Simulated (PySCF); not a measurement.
**Magnetisability: `C=C(C)[Si@H](P)[SiH2]C`, C4H13PSi2**

Geometry:
```csv
atom,x (Å),y (Å),z (Å)
C1,-1.314,0.191,-2.048
C2,-1.380,-0.089,-0.754
C3,-2.246,-1.190,-0.226
Si4,-0.345,0.846,0.533
P5,0.731,2.483,-0.589
Si6,1.216,-0.532,1.588
C7,2.605,-0.960,0.364
H8,-1.879,-0.350,-2.792
H9,-0.682,0.985,-2.419
H10,-2.961,-0.791,0.491
H11,-1.637,-1.927,0.297
H12,-2.792,-1.688,-1.026
H13,-1.320,1.440,1.478
H14,-0.337,3.359,-0.605
H15,1.247,3.053,0.559
H16,1.816,0.093,2.776
H17,0.604,-1.784,2.056
H18,3.393,-1.545,0.827
H19,2.221,-1.531,-0.477
H20,3.055,-0.054,-0.035
```

Computed, not measured: PySCF, GIAO PBE0/pcSseg-1 magnetisability, rotational g tensor and spin-rotation constants, non-relativistic, gas phase. Geometry: GFN2-xTB.

Task: How diamagnetic is it, and how anisotropic?

Result: Isotropic -1759 × 10⁻³⁰ J/T², or -105.9 × 10⁻⁶ cm³/mol; principal values -1888, -1722, -1668 × 10⁻³⁰ J/T², anisotropy 198 × 10⁻³⁰ J/T² (root of half the summed squared differences of the principal values). The susceptibility is in cgs units.

Task: Split it along the inertial axes a, b, c into diamagnetic and paramagnetic parts about the centre of mass, with the quadrupole moment.

Result: 
| axis | χ (10⁻⁶ cm³/mol) | diamagnetic (10⁻⁶ cm³/mol) | paramagnetic (10⁻⁶ cm³/mol) | summed x² of all electrons (Å²) | quadrupole Θ (D Å) |
| --- | --- | --- | --- | --- | --- |
| a | -107.0 | -1046.0 | 939.1 | 229.1 | +2.38 |
| b | -104.5 | -1265.9 | 1161.4 | 177.3 | -0.30 |
| c | -106.3 | -1724.3 | 1618.0 | 69.3 | -2.07 |

Anisotropies 2χaa − χbb − χcc = -3.2 and 2χbb − χaa − χcc = +4.3 × 10⁻⁶ cm³/mol. Θ is traceless in Buckingham's convention.

Task: And the rotational g tensor?

Result: 
```tsv
axis	rotational constant (GHz)	g	nuclear part	electronic part
a	1.3561	-0.0113	0.5870	-0.5982
b	1.1142	-0.0097	0.5982	-0.6079
c	0.7693	-0.0057	0.5790	-0.5847
```
Asymmetric top; isotopes 12C, 1H, 31P, 28Si; no vibrational averaging.
